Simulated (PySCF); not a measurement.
Species: F₂GeH₃P.
Bonds: F1–P2, P2–F3, P2–Ge4. Hydrogens: H5, H6, H7 on Ge4.

Computed by this run: PySCF 2.14.0, PBE0-D3(BJ)/def2-SVP geometry optimisation, gas phase; density fitting, grid level 1; the optimiser is geomeTRIC in internal coordinates, started from a GFN2-xTB structure with every atom displaced at random (about 0.01 Å).

Step 0: E = -71260.2591 eV
```
atom  x, y, z in Å  |  force x, y, z in eV/Å
F1      1.8170   -1.2489   -0.4374   -0.607   0.499  -0.607
P2      1.0966    0.0800   -1.1175    0.888  -0.887   0.607
F3      1.8817    1.1317   -0.1736    0.003   0.463  -0.085
Ge4    -0.8148    0.0142    0.2038   -0.559   0.066  -0.400
H5     -0.5770   -0.1748    1.6556    0.492  -0.110   0.965
H6     -1.6411    1.2803    0.0468   -0.035   0.425  -0.173
H7     -1.7285   -1.1120   -0.2272   -0.182  -0.457  -0.307
```

Step 1: E = -71260.3720 eV
```
atom  x, y, z in Å  |  force x, y, z in eV/Å
F1      1.6650   -1.2765   -0.3884    0.241  -0.146   0.012
P2      1.1329    0.0799   -1.0971   -0.143   0.257   0.196
F3      1.8715    1.1806   -0.1473   -0.052  -0.188  -0.142
Ge4    -0.8526    0.0227    0.1812   -0.113   0.021   0.101
H5     -0.4056   -0.1787    1.6492   -0.059   0.039  -0.184
H6     -1.6720    1.3222    0.0347    0.062  -0.059   0.000
H7     -1.7051   -1.1796   -0.2817    0.064   0.076   0.018
```

Problem. Estimate the geometry and energy of step 2. (The exact step hangs on the optimiser's Hessian estimate; all steps are aligned on step 1, rigid shifts and turns removed.)

Solution. E = -71260.3830 eV, largest force 0.102 eV/Å
```
atom  x, y, z in Å  |  force x, y, z in eV/Å
F1      1.7138   -1.2794   -0.4117    0.008   0.035  -0.020
P2      1.1228    0.0761   -1.0862    0.009   0.047   0.049
F3      1.8753    1.1701   -0.1480   -0.048  -0.077  -0.046
Ge4    -0.8647    0.0235    0.1892    0.017  -0.029   0.040
H5     -0.4272   -0.1697    1.6490   -0.025   0.009   0.015
H6     -1.6725    1.3229    0.0332    0.035   0.013  -0.028
H7     -1.7136   -1.1728   -0.2748    0.003   0.002  -0.011
```

The energy changes by -0.0111 eV. The first-order estimate −F·Δx gives -0.0203 eV and the mean of the old and new forces, exact on a quadratic surface, -0.0113 eV. The step makes an angle of 58° with the force vector and moves no atom by more than 0.054 Å.

The cost below is that of the whole optimisation. The run took 17 s of wall time on an Arm Neoverse V2 with one thread, shared host, and the process peaked at 0.39 GiB of memory.
